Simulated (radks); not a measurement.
Charge is removed step by step from the 6s down level of Bi, starting from [Xe] 4f14 5d10 6s(up 1, down 1) 6p3. Method: scalar-relativistic Kohn-Sham, PBEsol, spin-polarised, spherical densities, point nucleus; open shells are filled with parallel spins first (spin-orbit coupling, left out, can overturn this in heavy ions); computed with a radial shooting solver on a logarithmic mesh with Libxc functionals.

removed (e)  E - E(0) (eV)  eigenvalue (eV)  E minus straight line (eV)
0                    0.000          -13.455                       0.000
0.1                  1.382          -14.202                      -0.353
0.2                  2.840          -14.963                      -0.631
0.3                  4.375          -15.736                      -0.832
0.4                  5.987          -16.520                      -0.955
0.5                  7.678          -17.316                      -0.999
0.6                  9.450          -18.122                      -0.963
0.7                 11.302          -18.938                      -0.846
0.8                 13.236          -19.764                      -0.647
0.9                 15.254          -20.597                      -0.365
1                   17.355          -21.432                       0.000

Removing the whole electron costs 17.355 eV by Delta-SCF, against 13.455 eV from minus the eigenvalue at the starting occupation. Slater's transition state (half an electron removed) gives 17.316 eV. Integrating minus the eigenvalue over the occupation (Janak's theorem) gives 17.359 eV. In this scalar-relativistic scheme the density is built from large components alone, so the theorem holds only approximately. The mean slope of the eigenvalue, de/dn, is 7.98 eV per electron.
